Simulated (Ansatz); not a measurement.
`[CH3][SnH2][CH2]F` + H–F → `F[CH2][SnH2][F]` + CH₄ at 400 K and 1 bar (ligand exchange at the Sn–C bond).

Isolated molecules relaxed with PBE0-D4/def2-TZVP in Ansatz; ΔE leaves out vibrations. CBS: MP2 limit from def2 TZ/QZ plus the TZ coupled-cluster correction, frozen cores. This one scheme is used for every species. Elements past krypton have def2 core potentials. For Sn outer-core shells are correlated without core-valence functions, which leaves a few kJ/mol of doubt a bond. Each species was taken in one conformer, which may not be the lowest.

| species | CCSD(T)/CBS energy (Eh) | H − E (kJ/mol) | S (J/(mol·K)) |
| --- | --- | --- | --- |
| `[CH3][SnH2][CH2]F` | -394.10357 | 240.7 | 398.5 |
| H–F | -100.39570 | 36.5 | 182.2 |
| `F[CH2][SnH2][F]` | -454.06536 | 146.7 | 376.8 |
| CH₄ | -40.46206 | 131.3 | 197.2 |

H − E and S are ideal-gas, rigid-rotor, harmonic terms from PBE0-D4/def2-TZVP, for one conformer and one mirror image of each species. 1 Eh = 2625.50 kJ/mol, R = 8.31446 J/(mol·K).

Problem. By hand: ΔE, ΔH, ΔS and ΔG.

Solution. ΔE = (-454.06536) + (-40.46206) − (-394.10357) − (-100.39570) = -0.02815 Eh = -73.9 kJ/mol. Δ(H − E) = 146.7 + 131.3 − 240.7 − 36.5 = 0.8, so ΔH = -73.1 kJ/mol. ΔS = 376.8 + 197.2 − 398.5 − 182.2 = -6.7 J/(mol·K). ΔG = -73.1 − 400 × (-6.7)/1000 = -70.4 kJ/mol.

Problem. By hand: the equilibrium constant, and the temperature at which ΔG would vanish if ΔH and ΔS stayed fixed.

Solution. log₁₀ K = −ΔG/(RT ln 10) = 9.2. ΔG = 0 at ΔH/ΔS = 10910 K, far beyond where these terms or the molecules hold.

The number of gas molecules stays the same, so ΔS is small and ΔH decides. A doubt of 5 kJ/mol in ΔE shifts log₁₀ K by 0.7 here. Other conformers and mirror images would add mixing entropy, several J/(mol·K) or more a flexible species. Modes under 60 cm⁻¹, often nearly free rotors, make the harmonic entropy too high. These are equilibria of isolated gas molecules and say nothing of rates. Largest T1 diagnostic: 0.013 (customary marks: 0.02 for closed shells, 0.045 for open ones).
